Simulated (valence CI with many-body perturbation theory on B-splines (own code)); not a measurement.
Level structure of Cs⁴²⁺

Level of theory: configuration interaction combined with many-body perturbation theory (CI+MBPT): three valence electrons over a frozen Dirac-Fock core [Ne], a basis of 11 s, 11 p, 9 d, 7 f, 5 g, 2 h, 1 i functions for each j, with the one-electron correlation potential Σ1 (screened to all orders), the two-electron term Σ2, the three-electron term Σ3, Breit, model QED; selected single and double excitations, second order for the rest (own B-spline code, finite nucleus).

No measured spectrum was set against this ion. As an estimate, large intervals hold to a few tenths of a per cent, small ones and those within an open d or f shell to about a per cent.

Levels 46 to 68 of 68, with energies above the lowest level, (3s^2 3p1/2) J=1/2. "Leading %" is the weight of the configuration and term that name the level; weights of strongly mixed levels are sums over their largest components and can fall short. In the jj column 3d3/2^4 stands for four electrons in 3d with j = 3/2. Lifetimes count E1, E2, E3, M1 and M2 decay at the calculated energies, and are blank where another channel may lead or the interval is too uncertain; long ones can be off by a factor of two.

| No. | Configuration | Term | J | E (× 10³ cm⁻¹) | Leading % | Lifetime | g | Leading jj |
| --- | --- | --- | --- | --- | --- | --- | --- | --- |
| 46 | 3p²3d | ²G | 7/2 | 4318.1 | 38 | 6.11 ps | 1.067 | 3p1/2 3p3/2 3d3/2 (86 %) |
| 47 | 3p²3d | ⁴D | 7/2 | 4446.9 | 44 | 5.03 ps | 1.294 | 3p1/2 3p3/2 3d5/2 (98 %) |
| 48 | 3p²3d | ²D | 3/2 | 4454.9 | 42 | 2.09 ps | 1.077 | 3p1/2 3p3/2 3d3/2 (80 %) |
| 49 | 3p²3d | ⁴P | 5/2 | 4458.0 | 35 | 2.24 ps | 1.234 | 3p1/2 3p3/2 3d3/2 (63 %) |
| 50 | 3p²3d | ⁴P | 1/2 | 4487.5 | 37 | 2.21 ps | 1.736 | 3p1/2 3p3/2 3d3/2 (88 %) |
| 51 | 3p²3d | ²G | 9/2 | 4496.8 | 56 | 7.98 ps | 1.191 | 3p1/2 3p3/2 3d5/2 (94 %) |
| 52 | 3p²3d | ²P | 3/2 | 4516.4 | 48 | 3.60 ps | 1.427 | 3p1/2 3p3/2 3d5/2 (82 %) |
| 53 | 3p²3d | ²D | 5/2 | 4536.4 | 42 | 4.29 ps | 1.175 | 3p1/2 3p3/2 3d5/2 (83 %) |
| 54 | 3p²3d | ²F | 7/2 | 4602.8 | 41 | 4.94 ps | 1.069 | 3p1/2 3p3/2 3d5/2 (74 %) |
| 55 | 3p²3d | ²F | 5/2 | 4649.5 | 40 | 2.73 ps | 1.134 | 3p1/2 3p3/2 3d5/2 (74 %) |
| 56 | 3s3d² | ⁴F | 3/2 | 4657.1 | 75 | 2.15 ps | 0.531 | 3s 3d3/2^2 (77 %) |
| 57 | 3p²3d | ²P | 1/2 | 4686.0 | 52 | 4.03 ps | 1.165 | 3p1/2 3p3/2 3d5/2 (87 %) |
| 58 | 3p²3d | ²D | 3/2 | 4703.2 | 56 | 2.65 ps | 0.843 | 3p1/2 3p3/2 3d5/2 (75 %) |
| 59 | 3s3d² | ⁴F | 5/2 | 4710.9 | 76 | 1.78 ps | 1.059 | 3s 3d3/2^2 (65 %) |
| 60 | 3s3d² | ⁴F | 7/2 | 4812.8 | 94 | 2.61 ps | 1.227 | 3s 3d3/2 3d5/2 (88 %) |
| 61 | 3s3d² | ⁴P | 1/2 | 4815.2 | 81 | 1.60 ps | 2.516 | 3s 3d3/2^2 (73 %) |
| 62 | 3s3d² | ⁴P | 5/2 | 4861.7 | 32 | 2.23 ps | 1.267 | 3s 3d3/2 3d5/2 (77 %) |
| 63 | 3s3d² | ⁴F | 9/2 | 4880.3 | 72 | 3.27 ps | 1.274 | 3s 3d3/2 3d5/2 (67 %) |
| 64 | 3s3d² | ⁴P | 3/2 | 4884.9 | 84 | 2.42 ps | 1.588 | 3s 3d3/2 3d5/2 (95 %) |
| 65 | 3s3d² | ²G | 7/2 | 4937.5 | 49 | 3.28 ps | 1.046 | 3s 3d3/2 3d5/2 (76 %) |
| 66 | 3s3d² | ²D | 3/2 | 4940.4 | 39 | 2.22 ps | 1.144 | 3s 3d3/2 3d5/2 (60 %) |
| 67 | 3s3d² | ⁴P | 5/2 | 4947.6 | 42 | 2.15 ps | 1.234 | 3s 3d3/2 3d5/2 (67 %) |
| 68 | 3s3d² | ²P | 1/2 | 4967.5 | 40 | 1.94 ps | 1.168 | 3s 3d3/2 3d5/2 (46 %) |
